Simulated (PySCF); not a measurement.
Species: C₅H₉NSi.
Z-matrix (Å and degrees, PBE0-D3(BJ)/def2-SVP geometry), rows numbered from 1:
```
C 
C   1  1.4930
C   2  1.4300  1  126.86
C   3  1.3726  2  107.67  1   179.81
N   4  1.3804  3  108.82  2    -0.18
Si  5  1.7672  4  125.95  3   176.09
C   2  1.3767  1  126.88  3   179.71
H   1  1.1020  2  111.47  3    58.44
H   1  1.1022  2  111.57  3   -61.09
H   1  1.0996  2  111.32  3   178.67
H   3  1.0890  2  126.49  1     0.20
H   4  1.0888  3  130.31  2  -179.62
H   6  1.4921  5  111.20  4  -104.11
H   6  1.4884  5  106.40  4    15.86
H   6  1.4903  5  108.92  4   135.81
H   7  1.0896  2  129.44  1     0.05
```

Level: PBE0/pcSseg-1 and wB97X-D/def2-SVPD in PySCF, non-relativistic, on one gas-phase PBE0-D3(BJ)/def2-SVP geometry that isn't relaxed in the solvent. The solvent is an IEF-PCM continuum (Bondi radii, 1.10 Å for H, scaled by 1.2). Specific hydrogen bonds and non-electrostatic terms are outside this model.

Gas phase at PBE0/pcSseg-1: HOMO -6.08 eV, LUMO 0.37 eV, dipole 1.08 D.

Problem. What does the continuum do to the energy, the frontier levels and the dipole at PBE0/pcSseg-1 in chloroform?

Solution. 
| solvent | ε | E(solvent) − E(gas) (kcal/mol) | polarisation term (kcal/mol) | distortion of the solute (kcal/mol) | HOMO (eV) | LUMO (eV) | dipole (D) |
| --- | --- | --- | --- | --- | --- | --- | --- |
| chloroform | 4.711 | -2.41 | -2.61 | 0.20 | -6.16 | 0.52 | 1.36 |

Polarisation term: ½ Σ q·V over the induced surface charges. Distortion: the rise of the solute's own energy as its density leaves the gas-phase optimum.

Problem. Which radius a makes the point-dipole formula ΔE = −[(ε − 1)/(2ε + 1)]·μ²/a³ give the value in chloroform, with the gas-phase dipole?

Solution. μ = 0.426 au and |ΔE| = 0.00384 Eh give a = 1.36 Å; the farthest nucleus lies 3.63 Å from the centroid of the nuclei, so such a sphere wouldn't even hold the nuclei. The formula assumes a rigid point dipole at the centre of a sphere.

Problem. Which Hirshfeld charges (PBE0/pcSseg-1) respond most in chloroform (means over atoms taken as equivalent)?

Solution. 
| atoms | environment | gas (e) | solvent (e) | change |
| --- | --- | --- | --- | --- |
| C3 | aromatic CH carbon | -0.101 | -0.111 | -0.010 |
| C2 | substituted aromatic carbon | -0.031 | -0.039 | -0.008 |
| H16 | aromatic hydrogen | +0.049 | +0.055 | +0.006 |
| H12 | aromatic hydrogen | +0.051 | +0.056 | +0.005 |
| Si6 | SiH3 silicon | +0.377 | +0.381 | +0.004 |
| C4 | aromatic CH next to a ring nitrogen | -0.037 | -0.041 | -0.004 |
| C7 | aromatic CH next to a ring nitrogen | -0.046 | -0.049 | -0.003 |
| C1 | benzylic-type carbon | -0.116 | -0.118 | -0.002 |

Problem. Which Mayer bond orders change most in chloroform?

Solution. 
| bond | length (Å) | gas | solvent | change |
| --- | --- | --- | --- | --- |
| N5–Si6 | 1.767 | 0.838 | 0.825 | -0.013 |
| C2–C3 | 1.430 | 1.330 | 1.321 | -0.009 |
| C4–N5 | 1.380 | 1.108 | 1.114 | +0.006 |
| C3–C4 | 1.373 | 1.551 | 1.546 | -0.005 |
| C7–C2 | 1.377 | 1.545 | 1.541 | -0.004 |
| Si6–H13 | 1.492 | 0.924 | 0.927 | +0.003 |
| N5–C7 | 1.382 | 1.082 | 1.085 | +0.003 |
| C1–H10 | 1.100 | 0.958 | 0.956 | -0.002 |

Problem. How do the nuclear quadrupole coupling constants eQVzz/h respond in chloroform?

Solution. 
| nucleus | Q (barn) | gas (MHz) | solvent (MHz) | η gas | η solvent |
| --- | --- | --- | --- | --- | --- |
| 14N at N5 | 0.02044 | -2.27 | -2.18 | 0.58 | 0.65 |

Gas phase at wB97X-D/def2-SVPD: HOMO -7.91 eV, LUMO 1.93 eV, dipole 1.01 D.

Problem. What does the continuum do to the energy, the frontier levels and the dipole at wB97X-D/def2-SVPD in chloroform?

Solution. 
```
   solvent      ε  E(solvent) − E(gas) (kcal/mol)  polarisation term (kcal/mol)  distortion of the solute (kcal/mol)  HOMO (eV)  LUMO (eV)  dipole (D)
chloroform  4.711                           -2.11                         -2.31                                 0.20      -7.97       2.07        1.28
```

Problem. How does the static polarisability (wB97X-D/def2-SVPD, frozen core, with the continuum's full static response) change?

Solution. 
```
    medium  isotropic (au)  principal values (au)  ⟨r²⟩ of the electrons (bohr²)
       gas            92.3      67.2, 91.8, 118.1                         1096.6
chloroform           114.8     84.7, 117.7, 142.2                         1095.7
```

The isotropic value in chloroform is 1.24 times the gas-phase one; no cavity-field correction is applied. ⟨r²⟩ is taken about the centre of nuclear charge.

Note: wB97X-D ran without an empirical dispersion term, which enters the total energy and its gradient alone.
